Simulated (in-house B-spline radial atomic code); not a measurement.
Ca⁺. Computed with a B-spline radial atomic code. Model: all-electron spherical atom, spin shells full or empty, radial basis limit, no spin-orbit coupling, Breit or QED, empty-state partial waves extrapolated as (l+1/2)^-4, RPA, G0W0 and static COHSEX of the highest shell as one setting changes (uncorrelated shells keep exact exchange).

In a row where one electron alone is correlated, RPA and GW hold only self-correlation.

Given: element Ca; charge 1; filled core Ar; hamiltonian one-electron scalar X2C; mean-field start PBE0; highest l of empty states 9; nuclear rms radius 3.4776 fm; highest mean-field shell 4s up.

Shell: 4s 1 0 (electrons up and down).

```json
{"lowest nl shells left uncorrelated": "0", "RPA correlation energy (hartree)": "-1.1587", "G0W0 level (eV)": "-12.33", "G0W0 minus most complete (meV)": "0", "COHSEX level (eV)": "-13.524"}
{"lowest nl shells left uncorrelated": "1", "RPA correlation energy (hartree)": "-1.022", "G0W0 level (eV)": "-12.329", "G0W0 minus most complete (meV)": "0.3", "COHSEX level (eV)": "-13.523"}
{"lowest nl shells left uncorrelated": "2", "RPA correlation energy (hartree)": "?", "G0W0 level (eV)": "?", "G0W0 minus most complete (meV)": "?", "COHSEX level (eV)": "?"}
{"lowest nl shells left uncorrelated": "3", "RPA correlation energy (hartree)": "-0.46576", "G0W0 level (eV)": "-12.316", "G0W0 minus most complete (meV)": "13.9", "COHSEX level (eV)": "-13.501"}
{"lowest nl shells left uncorrelated": "4", "RPA correlation energy (hartree)": "?", "G0W0 level (eV)": "?", "G0W0 minus most complete (meV)": "?", "COHSEX level (eV)": "?"}
{"lowest nl shells left uncorrelated": "5", "RPA correlation energy (hartree)": "-0.017212", "G0W0 level (eV)": "-11.926", "G0W0 minus most complete (meV)": "403.8", "COHSEX level (eV)": "-12.947"}
```

Task: What follows for lowest nl shells left uncorrelated = 2?

Result: RPA correlation energy -0.87003 hartree; G0W0 level -12.332 eV; G0W0 minus most complete -2.6 meV; COHSEX level -13.529 eV.

Task: What follows for lowest nl shells left uncorrelated = 4?

Result: RPA correlation energy -0.33462 hartree; G0W0 level -12.315 eV; G0W0 minus most complete 14.8 meV; COHSEX level -13.497 eV.
